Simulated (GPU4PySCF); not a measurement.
PVDF trimer (C7H10F6), SMILES C(CC(CC(F)(C)F)(F)F)(C)(F)F. Atoms are numbered in the order given.

```xyz
23

C      2.7900    -0.7454     1.1319
C      2.5829    -0.0009    -0.1583
F      2.8124     1.3339     0.0495
F      3.5438    -0.4020    -1.0611
C      1.2488    -0.1647    -0.8716
C      0.0000     0.0000    -0.0266
F     -0.1287    -1.0853     0.8042
F      0.1287     1.0853     0.8042
C     -1.2488     0.1647    -0.8716
C     -2.5829     0.0009    -0.1583
C     -2.7900     0.7454     1.1319
F     -2.8124    -1.3339     0.0495
F     -3.5438     0.4020    -1.0611
H      2.1093    -0.3722     1.8908
H      2.6118    -1.8072     0.9831
H      3.8172    -0.5887     1.4525
H      1.2304     0.5611    -1.6832
H      1.2162    -1.1609    -1.3087
H     -1.2304    -0.5611    -1.6832
H     -1.2162     1.1609    -1.3087
H     -2.1093     0.3722     1.8908
H     -2.6118     1.8072     0.9831
H     -3.8172     0.5887     1.4525
```
Charge 0, spin multiplicity 1.

Geometry optimised at ωB97M-D3(BJ)/def2-TZVP. Other conformers were not sampled.

Calculation: SMD-ωB97X/6-31G* run with GPU4PySCF.

Solvation free energies are E(SMD) − E(gas) at the gas-phase geometry, for 1 M in both phases. In vacuum the dipole moment is 0.05 D.

| solvent | ΔG(solv) (kcal/mol) | its non-electrostatic (CDS) part | dipole (D) |
|---|---|---|---|
| water | -2.7 | 6.5 | 0.44 |
| dichloromethane | -8.6 | -0.8 | 0.35 |
| 1-octanol | [?] | [?] | [?] |
| dimethylsulfoxide | -7.0 | 2.1 | 0.44 |

Question: Some entries are withheld; supply them. (Estimate from the structure and the level; the computed values follow.)

Answer: 
- 1-octanol, ΔG(solv) (kcal/mol): -7.6
- 1-octanol, its non-electrostatic (CDS) part: 0.4
- 1-octanol, dipole (D): 0.36
